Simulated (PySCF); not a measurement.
PySCF job for B(F)2(GeH3) (BF2GeH3), SMILES F[B](F)[GeH3], B3LYP-D3(BJ)/def2-SVP. 

```python
import numpy as np
from pyscf import gto, scf, dft
from pyscf.geomopt import geometric_solver

mol = gto.M(
    atom='''
    B    -0.74999261    0.44937989   -0.53479558
    F    -1.92755252   -0.09920593   -0.72881286
    F    -0.62889058    1.63848407   -1.07916373
    Ge    0.72746811   -0.43816823    0.51358434
    H     0.70006408   -0.09530004    1.96326184
    H     0.68396460   -1.92554030    0.48188132
    H     2.09494247   -0.05817920    0.06592508
    ''',
    basis='def2-SVP',
    charge=0,
    spin=0,
    max_memory=1600,
    verbose=3,
)
mf = dft.RKS(mol, xc='b3lyp').density_fit(auxbasis='def2-universal-jkfit')
mf.disp = 'd3bj'
mf.grids.level = 3
mf.conv_tol = 1e-9
mf.max_cycle = 100
mf.kernel()
grad = mf.nuc_grad_method()
grad.grid_response = mol.nao <= 150
conv, mol_eq = geometric_solver.kernel(grad, convergence_set='GAU_TIGHT', maxsteps=100)
print(mol_eq.tostring(format='xyz'))
mf.reset(mol_eq)
mf.kernel()
```

Program output:

```
converged SCF energy = -2303.06413532246
[banner and settings of the optimiser left out]
Geometry optimization cycle 1
Cartesian coordinates (Angstrom)
 Atom        New coordinates             dX        dY        dZ
   B  -0.749993   0.449380  -0.534796    0.000000  0.000000  0.000000
   F  -1.927553  -0.099206  -0.728813    0.000000  0.000000  0.000000
   F  -0.628891   1.638484  -1.079164    0.000000  0.000000  0.000000
  Ge   0.727468  -0.438168   0.513584   -0.000000  0.000000  0.000000
   H   0.700064  -0.095300   1.963262   -0.000000  0.000000  0.000000
   H   0.683965  -1.925540   0.481881    0.000000  0.000000  0.000000
   H   2.094942  -0.058179   0.065925    0.000000  0.000000  0.000000

WARN: Mole.unit (angstrom) is changed to Bohr

converged SCF energy = -2303.06413532242
--------------- DFRKS_Scanner gradients ---------------
         x                y                z
0 B     0.0127888494    -0.0076366120     0.0089857429
1 F     0.0069245337     0.0099807578    -0.0023197743
2 F    -0.0076105408    -0.0097044515     0.0017220563
3 Ge    -0.0035173028     0.0024942375    -0.0017069367
4 H     0.0041540872    -0.0074291117    -0.0190253948
5 H     0.0040301471     0.0198577770     0.0031436523
6 H    -0.0167697738    -0.0075625972     0.0092006543
----------------------------------------------
cycle 1: E = -2303.06413532  dE = -2303.06  norm(grad) = 0.0437044
Step    0 : Gradient = 1.652e-02/2.084e-02 (rms/max) Energy = -2303.0641353224
Hessian Eigenvalues: 2.30000e-02 2.68337e-02 5.00000e-02 ... 2.50000e-01 6.35837e-01 6.36098e-01

Geometry optimization cycle 2
Cartesian coordinates (Angstrom)
 Atom        New coordinates             dX        dY        dZ
   B  -0.783314   0.469662  -0.558044   -0.033321  0.020283 -0.023248
   F  -1.938280  -0.156720  -0.702754   -0.010727 -0.057514  0.026058
   F  -0.574277   1.669693  -1.071433    0.054613  0.031209  0.007731
  Ge   0.738850  -0.445265   0.520281    0.011382 -0.007097  0.006697
   H   0.663421  -0.054472   2.020341   -0.036643  0.040828  0.057079
   H   0.652003  -1.990798   0.455803   -0.031962 -0.065258 -0.026079
   H   2.141601  -0.020629   0.017686    0.046658  0.037550 -0.048239
converged SCF energy = -2303.06834431306
--------------- DFRKS_Scanner gradients ---------------
         x                y                z
0 B    -0.0083982682     0.0051267623    -0.0057379819
1 F    -0.0000313729    -0.0099991224     0.0048509540
2 F     0.0102996762     0.0036931607     0.0021183997
3 Ge    -0.0060117833     0.0037135953    -0.0040563146
4 H     0.0009070086    -0.0002047165     0.0022822005
5 H     0.0007442362    -0.0023332255     0.0005455948
6 H     0.0024905035     0.0000035461    -0.0000028524
----------------------------------------------
cycle 2: E = -2303.06834431  dE = -0.00420899  norm(grad) = 0.021504
Step    1 : Displace = 6.386e-02/7.913e-02 (rms/max) Trust = 1.000e-01 (=) Grad = 8.128e-03/1.139e-02 (rms/max) E (change) = -2303.0683443131 (-4.209e-03) Quality = 0.645
Hessian Eigenvalues: 2.30000e-02 2.68325e-02 5.00000e-02 ... 4.34886e-01 6.35966e-01 6.54644e-01

Geometry optimization cycle 3
Cartesian coordinates (Angstrom)
 Atom        New coordinates             dX        dY        dZ
   B  -0.769507   0.460948  -0.550469    0.013807 -0.008714  0.007574
   F  -1.952448  -0.096208  -0.736767   -0.014169  0.060512 -0.034012
   F  -0.642309   1.659326  -1.091296   -0.068032 -0.010367 -0.019863
  Ge   0.766486  -0.462181   0.538278    0.027636 -0.016916  0.017997
   H   0.668807  -0.053945   2.040087    0.005386  0.000527  0.019746
   H   0.662103  -2.012975   0.462023    0.010101 -0.022177  0.006220
   H   2.166871  -0.023494   0.020024    0.025270 -0.002865  0.002338
converged SCF energy = -2303.0691355113
--------------- DFRKS_Scanner gradients ---------------
         x                y                z
0 B     0.0030285593    -0.0019525852     0.0019338240
1 F    -0.0005117499     0.0050815391    -0.0026546221
2 F    -0.0053671983    -0.0014325376    -0.0013342670
3 Ge    -0.0020686218     0.0011719605    -0.0017158671
4 H     0.0001854965     0.0009258443     0.0048086155
5 H     0.0000965443    -0.0049084709     0.0001579547
6 H     0.0046369700     0.0011142499    -0.0011956380
----------------------------------------------
cycle 3: E = -2303.06913551  dE = -0.000791198  norm(grad) = 0.012783
Step    2 : Displace = 4.400e-02/7.157e-02 (rms/max) Trust = 1.000e-01 (=) Grad = 4.832e-03/5.756e-03 (rms/max) E (change) = -2303.0691355113 (-7.912e-04) Quality = 0.451
Hessian Eigenvalues: 2.30000e-02 2.68442e-02 5.00000e-02 ... 5.65500e-01 6.35968e-01 6.94070e-01

Geometry optimization cycle 4
Cartesian coordinates (Angstrom)
 Atom        New coordinates             dX        dY        dZ
   B  -0.767225   0.459865  -0.547837    0.002281 -0.001083  0.002632
   F  -1.940781  -0.120481  -0.720407    0.011667 -0.024273  0.016360
   F  -0.613181   1.658742  -1.079822    0.029128 -0.000584  0.011474
[...]
  Ge   0.746587  -0.420352   0.587639   -0.001267  0.001206  0.002443
   H   0.558586   0.070408   2.039271   -0.004642  0.005427  0.000597
   H   0.681148  -1.959488   0.585580   -0.001773  0.001212  0.006710
   H   2.141387   0.030558   0.111531    0.000046 -0.000629  0.004550
converged SCF energy = -2303.06970350685
--------------- DFRKS_Scanner gradients ---------------
         x                y                z
0 B     0.0000122060     0.0000036451     0.0000033226
1 F    -0.0000128696    -0.0000066539    -0.0000037906
2 F     0.0000015062     0.0000041037    -0.0000013246
3 Ge    -0.0000028926    -0.0000007304     0.0000082023
4 H     0.0000017416    -0.0000013266    -0.0000034932
5 H     0.0000011155    -0.0000000034    -0.0000017552
6 H    -0.0000008070     0.0000009656    -0.0000011613
----------------------------------------------
cycle 32: E = -2303.06970351  dE = -2.43344e-08  norm(grad) = 2.27789e-05
Step   31 : Displace = 8.136e-05/1.409e-04 (rms/max) Trust = 3.000e-01 (=) Grad = 8.610e-06/1.498e-05 (rms/max) E (change) = -2303.0697035069 (-2.433e-08) Quality = 1.501
Hessian Eigenvalues: 9.18355e-05 3.41603e-04 1.05516e-03 ... 5.97181e-01 7.28714e-01 7.48813e-01

Geometry optimization cycle 33
Cartesian coordinates (Angstrom)
 Atom        New coordinates             dX        dY        dZ
   B  -0.742298   0.395150  -0.621452    0.001430 -0.002716 -0.003531
   F  -1.840408  -0.273315  -0.923700    0.002937 -0.004585 -0.004859
   F  -0.639141   1.617401  -1.111613    0.001491 -0.003809 -0.006235
  Ge   0.745613  -0.418506   0.590143   -0.000974  0.001846  0.002504
   H   0.553973   0.076826   2.039748   -0.004613  0.006418  0.000477
   H   0.680955  -1.957675   0.592878   -0.000193  0.001813  0.007298
   H   2.141310   0.031590   0.115877   -0.000077  0.001032  0.004346
converged SCF energy = -2303.0697035188
--------------- DFRKS_Scanner gradients ---------------
         x                y                z
0 B     0.0000073638     0.0000076269     0.0000004907
1 F    -0.0000068363    -0.0000039918    -0.0000019145
2 F     0.0000004049    -0.0000031393     0.0000009083
3 Ge    -0.0000033116     0.0000007072     0.0000048173
4 H     0.0000006042    -0.0000011976    -0.0000030350
5 H     0.0000007783    -0.0000009985    -0.0000006798
6 H     0.0000009967     0.0000009931    -0.0000005870
----------------------------------------------
cycle 33: E = -2303.06970352  dE = -1.19448e-08  norm(grad) = 1.54883e-05
Step   32 : Displace = 5.040e-04/8.172e-04 (rms/max) Trust = 3.000e-01 (=) Grad = 5.854e-06/1.061e-05 (rms/max) E (change) = -2303.0697035188 (-1.194e-08) Quality = 1.112
Hessian Eigenvalues: 9.32669e-05 3.23608e-04 1.00860e-03 ... 5.96330e-01 7.23703e-01 7.48723e-01

Geometry optimization cycle 34
Cartesian coordinates (Angstrom)
 Atom        New coordinates             dX        dY        dZ
   B  -0.742385   0.394634  -0.621686   -0.000087 -0.000516 -0.000234
   F  -1.840024  -0.274452  -0.924248    0.000384 -0.001137 -0.000547
   F  -0.639797   1.616958  -1.111789   -0.000656 -0.000443 -0.000176
  Ge   0.745678  -0.418159   0.590302    0.000065  0.000347  0.000159
   H   0.553729   0.077585   2.039734   -0.000245  0.000759 -0.000014
   H   0.681531  -1.957345   0.593527    0.000576  0.000330  0.000649
   H   2.141273   0.032249   0.116040   -0.000037  0.000659  0.000163
converged SCF energy = -2303.0697035198
--------------- DFRKS_Scanner gradients ---------------
         x                y                z
0 B     0.0000040712     0.0000049400    -0.0000003470
1 F    -0.0000033340    -0.0000020085    -0.0000007431
2 F    -0.0000001025    -0.0000027131     0.0000008601
3 Ge    -0.0000016360     0.0000005948     0.0000018961
4 H    -0.0000000435    -0.0000006667    -0.0000012256
5 H     0.0000005582    -0.0000006989    -0.0000004124
6 H     0.0000004865     0.0000005525    -0.0000000282
----------------------------------------------
cycle 34: E = -2303.06970352  dE = -1.00226e-09  norm(grad) = 8.66014e-06
Step   33 : Displace = 2.315e-04/3.720e-04 (rms/max) Trust = 3.000e-01 (=) Grad = 3.273e-06/6.411e-06 (rms/max) E (change) = -2303.0697035198 (-1.002e-09) Quality = 1.343
Hessian Eigenvalues: 1.08759e-04 2.45526e-04 9.67623e-04 ... 5.95939e-01 7.02154e-01 7.38147e-01

Geometry optimization cycle 35
Cartesian coordinates (Angstrom)
 Atom        New coordinates             dX        dY        dZ
   B  -0.742597   0.394586  -0.621462   -0.000212 -0.000048  0.000224
   F  -1.840097  -0.274696  -0.924070   -0.000073 -0.000245  0.000178
   F  -0.640375   1.617066  -1.111261   -0.000577  0.000108  0.000528
  Ge   0.745826  -0.418129   0.590138    0.000148  0.000030 -0.000163
   H   0.554071   0.077410   2.039673    0.000342 -0.000175 -0.000061
   H   0.681917  -1.957323   0.593188    0.000386  0.000022 -0.000339
   H   2.141259   0.032556   0.115674   -0.000014  0.000307 -0.000366
converged SCF energy = -2303.06970351973
--------------- DFRKS_Scanner gradients ---------------
         x                y                z
0 B     0.0000047388     0.0000066004    -0.0000005177
1 F    -0.0000036836    -0.0000024552    -0.0000008559
2 F    -0.0000006391    -0.0000037434     0.0000013046
3 Ge    -0.0000004985    -0.0000002773     0.0000002872
4 H    -0.0000004030    -0.0000003733    -0.0000002276
5 H     0.0000004352    -0.0000000910    -0.0000002732
6 H     0.0000000502     0.0000003398     0.0000002825
----------------------------------------------
cycle 35: E = -2303.06970352  dE = 7.32143e-11  norm(grad) = 1.01968e-05
Step   34 : Displace = 9.246e-05/1.471e-04 (rms/max) Trust = 3.000e-01 (=) Grad = 3.854e-06/8.142e-06 (rms/max) E (change) = -2303.0697035197 (+7.321e-11) Quality = -0.396
Poor-quality step dominated by net translation/rotation detected; will project out net forces and torques past this point.
Hessian Eigenvalues: 1.17071e-04 3.35056e-04 9.08483e-04 ... 5.94052e-01 6.48925e-01 7.35600e-01

Geometry optimization cycle 36
Cartesian coordinates (Angstrom)
 Atom        New coordinates             dX        dY        dZ
   B  -0.742623   0.394542  -0.621460   -0.000026 -0.000044  0.000002
   F  -1.840130  -0.274750  -0.923995   -0.000033 -0.000054  0.000074
   F  -0.640411   1.616999  -1.111332   -0.000036 -0.000068 -0.000070
  Ge   0.745844  -0.418101   0.590134    0.000018  0.000028 -0.000004
   H   0.554105   0.077484   2.039660    0.000035  0.000073 -0.000013
   H   0.681960  -1.957295   0.593243    0.000043  0.000028  0.000055
   H   2.141259   0.032593   0.115630   -0.000001  0.000036 -0.000044
converged SCF energy = -2303.06970351993
--------------- DFRKS_Scanner gradients ---------------
         x                y                z
0 B    -0.0000035195    -0.0000043358     0.0000002708
1 F     0.0000029542     0.0000018414     0.0000009100
2 F     0.0000003507     0.0000023489    -0.0000012026
3 Ge     0.0000012817    -0.0000008237    -0.0000021177
4 H    -0.0000006504     0.0000001345     0.0000016931
5 H     0.0000002211     0.0000007665    -0.0000002303
6 H    -0.0000006378     0.0000000682     0.0000006767
----------------------------------------------
cycle 36: E = -2303.06970352  dE = -2.0782e-10  norm(grad) = 7.93498e-06
Step   35 : Displace = 1.632e-05/2.585e-05 (rms/max) Trust = 4.623e-05 (-) Grad = 3.049e-06/5.585e-06 (rms/max) E (change) = -2303.0697035199 (-2.078e-10) Quality = 2.405
Hessian Eigenvalues: 1.17071e-04 3.35056e-04 9.08483e-04 ... 5.94052e-01 6.48925e-01 7.35600e-01
Converged! =D

7
XYZ from PySCF
B          -0.74262297        0.39454203       -0.62146011
F          -1.84013045       -0.27475030       -0.92399541
F          -0.64041095        1.61699864       -1.11133154
Ge          0.74584379       -0.41810126        0.59013445
H           0.55410528        0.07748351        2.03966019
H           0.68195994       -1.95729492        0.59324276
H           2.14125891        0.03259257        0.11563007
converged SCF energy = -2303.06970351993
```

Self-consistency was reached.

Cost: very roughly 110 core-seconds.
